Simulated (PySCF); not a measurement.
**Exercise with solution: entropy of an ideal gas**

FH5N3Nb, SMILES [Nb](=[NH])([NH2])([F])[NH2], multiplicity 1.

Geometry optimised at B3LYP-D3(BJ)/def2-SVP. The multiplicity is an assumed one; no other spin state was optimised. The structure was generated by enumeration; whether it is a known compound was not checked. The def2 effective core potentials stand for the cores of Nb; spin–orbit coupling is left out. One conformer was computed; it need not be the lowest.

B3LYP-D3(BJ)/def2-SVP (PySCF) gives the harmonic wavenumbers 172, 177, 189, 206, 221, 302, 414, 473, 486, 528, 541, 576, 586, 662, 691, 703, 1006, 1510, 1513, 3524, 3526, 3622, 3627, 3627 cm⁻¹ and the rotational temperatures 0.1465, 0.1462, 0.1294 K. The molar mass is 158.97 g/mol, the symmetry number 1, the spin multiplicity 1.

Problem. Work out the entropy at 298.15 K and 1 atm in the rigid-rotor, harmonic-oscillator model.

Solution. 
Translation (Sackur–Tetrode at 1 atm): S = R[1.5 ln M + 2.5 ln T − 1.16487] = 172.0 J/(mol K).
Rotation: q = (√π/σ) T^1.5/√(θA θB θC) = 173000, S = R[ln q + 3/2] = 112.8 J/(mol K).
Vibration: with u = 1.4388 ν/T, each mode gives R[u/(e^u − 1) − ln(1 − e^−u)]:
```csv
ν (cm⁻¹),modes,u,S (J/(mol K))
172,1,0.83,10.10
177,1,0.85,9.87
189,1,0.91,9.36
206,1,0.99,8.70
221,1,1.07,8.16
302,1,1.46,5.88
414,1,2.00,3.82
473,1,2.28,3.05
486,1,2.35,2.90
528,1,2.55,2.48
541,1,2.61,2.36
576,1,2.78,2.06
586,1,2.83,1.98
662,1,3.19,1.48
691,1,3.33,1.33
703,1,3.39,1.27
1006,1,4.85,0.38
1510,1,7.29,0.05
1513,1,7.30,0.05
```
The stiffer modes add less than 0.005 each. Sum 75.3 J/(mol K).
Spin: R ln 1 = 0.0 J/(mol K).
Total 360.0 J/(mol K); the program's own thermochemistry gives 360.0. Translation makes up 48 % and vibration 21 %. Anharmonicity, hindered rotation and orbital degeneracy are left out.
